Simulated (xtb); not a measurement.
xtb input (GFN2-xTB):

```bash
xtb mol.xyz --gfn 2 --ohess tight --chrg 1 --uhf 0
```
mol.xyz:
```
4

F     -0.85006568    -1.02473896     0.02738319
C     -0.12955214    -0.03049743     0.02554464
F     -0.86088404     1.08661517    -0.01576093
I      1.85470564     0.01616152     0.03287662
```

End of the output:

```

    mode    ω/cm⁻¹     T·S(HO)/kcal·mol⁻¹    T·S(FR)/kcal·mol⁻¹   T·S(vib)
   ------------------------------------------------------------------------
       1    279.72    -0.45777 ( 99.90%)    -0.54639 (  0.10%)    -0.45786
   ------------------------------------------------------------------------

   temp. (K)  partition function   enthalpy   heat capacity  entropy
                                   cal/mol     cal/K/mol   cal/K/mol   J/K/mol
 298.15  VIB   1.94                  757.904      5.777      3.858
         ROT  0.636E+05              888.752      2.981     24.962
         INT  0.123E+06             1646.656      8.758     28.820
         TR   0.228E+28             1481.254      4.968     41.400
         TOT                        3127.9100    13.7264    70.2195   293.7986

       T/K    H(0)-H(T)+PV         H(T)/Eh          T*S/Eh         G(T)/Eh
   ------------------------------------------------------------------------
    298.15    0.498464E-02    0.151738E-01    0.333636E-01   -0.181898E-01
   ------------------------------------------------------------------------

         :::::::::::::::::::::::::::::::::::::::::::::::::::::
         ::                  THERMODYNAMIC                  ::
         :::::::::::::::::::::::::::::::::::::::::::::::::::::
         :: total free energy         -14.836051238203 Eh   ::
         ::.................................................::
         :: total energy              -14.817861466247 Eh   ::
         :: zero point energy           0.010189157765 Eh   ::
         :: G(RRHO) w/o ZPVE           -0.028378929721 Eh   ::
         :: G(RRHO) contrib.           -0.018189771956 Eh   ::
         :::::::::::::::::::::::::::::::::::::::::::::::::::::

optimized geometry written to: xtbopt.xyz

           -------------------------------------------------
          | TOTAL ENERGY              -14.817861466247 Eh   |
          | TOTAL ENTHALPY            -14.802687666594 Eh   |
          | TOTAL FREE ENERGY         -14.836051238203 Eh   |
          | GRADIENT NORM               0.000199927069 Eh/α |
          | HOMO-LUMO GAP               2.241487974146 eV   |
           -------------------------------------------------

------------------------------------------------------------------------
------------------------------------------------------------------------
 total:
 SCF:
 ANC optimizer:
 analytical hessian:
```
